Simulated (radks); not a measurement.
Q: These are the eigenvalues of the occupied orbitals of an atom or ion with whole-number occupations (hartree). Method: scalar-relativistic Kohn-Sham, PBE, spin-polarised, spherical densities, finite nucleus; Fermi nuclear charge, rms radius of each element as measured or else 0.836 A^(1/3) + 0.57 fm; computed with a radial shooting solver on a logarithmic mesh with Libxc functionals.

| orbital | eigenvalue |
|---|---|
| 1s up | -2764.899 |
| 1s down | -2764.120 |
| 2s up | -675.3165 |
| 2s down | -673.8526 |
| 2p up | -628.8070 |

Which element is it, and in what charge state? The configuration may be excited. Open shells, if any, are filled with parallel spins first.

A: Z = 73, tantalum, charge +68: Ta68+ in [He] 2s2 2p1. The list shows which subshells hold electrons but not how many an open one holds; the 1s level, -2764.9 hartree, gives Z - s = 74.4 by -(Z - s)^2/2, which with screening and relativity narrows Z to a few neighbours, and the depths of the outer levels then fix element, charge and occupations together.
